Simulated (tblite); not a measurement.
C6H9P2 (charge -1).
Z-matrix (Å and degrees, GFN2-xTB geometry), rows numbered from 1:
```
C 
C   1  1.5282
C   2  1.5283  1  110.04
C   2  1.5070  1  110.76  3   122.75
P   4  1.7430  2  122.24  1   -60.51
C   5  1.7431  4   93.70  2  -179.96
C   6  1.3675  5  117.66  4     0.01
P   4  1.7399  2  120.36  1   119.52
H   1  1.0888  2  109.19  3   -63.19
H   1  1.0886  2  110.07  3   178.05
H   1  1.0922  2  111.20  3    57.27
H   2  1.0997  1  108.69  3  -118.84
H   3  1.0885  2  110.07  1  -177.74
H   3  1.0922  2  111.20  1   -56.94
H   3  1.0890  2  109.20  1    63.52
H   6  1.0858  5  120.02  4  -179.85
H   7  1.0854  6  122.37  5  -179.91
```

Method: GFN2-xTB as coded in tblite; computed harmonic values from a numerical Hessian at the method's own geometry, unscaled. Errors from tens to a few hundred cm⁻¹ against measured bands are possible. One conformer, not necessarily the lowest.

Q: How many normal modes are there?

A: 17 atoms, non-linear: 3N − 6 = 45.

Q: What is the point group of the computed structure, and how do the modes divide by symmetry?

A: Cs. The vibrations span 27 a′ + 18 a″.

Q: How many distinct wavenumbers does the calculation give?

A: 45: Cs has no degenerate species.

Q: How many fundamentals are allowed in the infrared by symmetry?

A: 45 of 45: in Cs every mode is allowed. All fundamentals are allowed in the Raman spectrum.

Q: How far is the lowest real mode excited at 200 K, as a harmonic oscillator?

A: 28.3 cm⁻¹ is a vibrational temperature θ of 41 K. The population of v = 1 over v = 0 is exp(−θ/T) = 0.82, and the mean quantum number is 4.4.

Hardware: one thread of an Arm Neoverse V1, shared host with 32 logical CPUs at a one-minute load of 27. Cost: 0.68 s. This covers the Hessian and the dipole derivatives.
